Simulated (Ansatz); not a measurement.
Input file for `C[N]=[Mo]([O]C)([O]C)([O]C)[O]C`:

```yaml
crystal:
  periodic: [false, false, false]
  atoms:
    - {symbol: C, position_ang: [-0.497946, -2.817960, -1.156456]}
    - {symbol: N, position_ang: [-0.170622, -1.541377, -0.646573]}
    - {symbol: Mo, position_ang: [0.202848, 0.077217, -0.286129]}
    - {symbol: O, position_ang: [-1.478164, 0.885388, 0.212462]}
    - {symbol: C, position_ang: [-2.404436, 0.414405, 1.141708]}
    - {symbol: O, position_ang: [-0.005405, 1.116099, -1.829377]}
    - {symbol: C, position_ang: [-1.024869, 1.756418, -2.523856]}
    - {symbol: O, position_ang: [0.460410, -0.131068, 1.614774]}
    - {symbol: C, position_ang: [0.698378, 0.990785, 2.413123]}
    - {symbol: O, position_ang: [2.081106, 0.298514, -0.396812]}
    - {symbol: C, position_ang: [3.132415, -0.384121, 0.210510]}
    - {symbol: H, position_ang: [-1.530483, -2.837234, -1.519939]}
    - {symbol: H, position_ang: [0.165960, -3.080341, -1.986739]}
    - {symbol: H, position_ang: [-0.389049, -3.576006, -0.373791]}
    - {symbol: H, position_ang: [-1.905825, 0.016942, 2.034461]}
    - {symbol: H, position_ang: [-3.014004, -0.390966, 0.711458]}
    - {symbol: H, position_ang: [-3.070718, 1.230446, 1.441340]}
    - {symbol: H, position_ang: [-1.353268, 1.143770, -3.371313]}
    - {symbol: H, position_ang: [-0.666992, 2.718459, -2.903161]}
    - {symbol: H, position_ang: [-1.875424, 1.926895, -1.852905]}
    - {symbol: H, position_ang: [0.784656, 0.679264, 3.458631]}
    - {symbol: H, position_ang: [1.629149, 1.499790, 2.125028]}
    - {symbol: H, position_ang: [-0.120800, 1.718916, 2.334925]}
    - {symbol: H, position_ang: [2.877047, -0.636123, 1.247793]}
    - {symbol: H, position_ang: [3.351605, -1.316359, -0.323974]}
    - {symbol: H, position_ang: [4.030132, 0.241947, 0.204810]}
basis:
  gaussian: {orbitals: def2-SVP}
correlation: {method: ccsd_t}
```

```sh
$ ansatz run in.yaml --threads 11 --pin off --events-out ev --progress --plain --max-ram 174080MiB --backend cuda --devices 0, --max-vram 75GiB
```

Output of Ansatz, abridged:

```
Functional definition: HF
2487 factors; integrals over basis functions are off by at most 1.6e-3 eV
mean field evaluation 1: about -16833.5702 eV, gradient 7.3e1 eV
mean field evaluation 2: about -16834.0364 eV, gradient 7.3e1 eV
mean field evaluation 4: about -16844.5580 eV, gradient 1.7e1 eV
mean field evaluation 8: about -16845.1910 eV, gradient 5.9e-1 eV
mean field -16845.19269831 eV, -619.0494135811 hartree, gradient 2.4e-6 eV, S^2 0.000000; 0 other end points of the search recorded, 0 dependent functions left out; unrestricted orbitals would lower it
10 core orbitals not correlated: weight in the atoms' cores, before any rotation towards them, 1.000 or more for the frozen orbitals, at most 0.000 for the correlated occupied ones
reference -16845.19269831 eV, -619.0494135811 hartree; 39, 39 occupied and 197, 197 virtual orbitals, 2487 factors
second order -57.32583992 eV of doubles, -0.00000000 eV of singles
cycle   1  -54.55568598 eV  change     2.8e0 eV  update   3.4e-1
cycle   2  -56.94727414 eV  change    -2.4e0 eV  update   2.2e-1
cycle   3  -57.66378503 eV  change   -7.2e-1 eV  update   5.6e-2
cycle   4  -57.74036019 eV  change   -7.7e-2 eV  update   2.4e-2
cycle   5  -57.71669881 eV  change    2.4e-2 eV  update   9.3e-3
cycle   6  -57.71514877 eV  change    1.6e-3 eV  update   4.4e-3
cycle   7  -57.71435665 eV  change    7.9e-4 eV  update   2.5e-3
cycle   8  -57.71311523 eV  change    1.2e-3 eV  update   1.1e-3
cycle   9  -57.71271662 eV  change    4.0e-4 eV  update   5.9e-4
cycle  10  -57.71402819 eV  change   -1.3e-3 eV  update   3.1e-4
cycle  11  -57.71342887 eV  change    6.0e-4 eV  update   1.6e-4
cycle  12  -57.71317501 eV  change    2.5e-4 eV  update   9.8e-5
cycle  13  -57.71340799 eV  change   -2.3e-4 eV  update   4.1e-5
cycle  14  -57.71331059 eV  change    9.7e-5 eV  update   2.6e-5
perturbative correction -2.43804275 eV, -0.0895964186 hartree
Total energy: -16905.34405165 eV, -621.2599350445 hartree
```

It took 6.5 s on 11 threads of an AMD EPYC 7R13 on a shared host and a whole NVIDIA H100 80 GB, with 1.5 GiB of host memory at the peak.

MP2 recovers 95.3 % of the CCSD(T) correlation energy and the triples give 4.1 %; T1 = 0.0204.
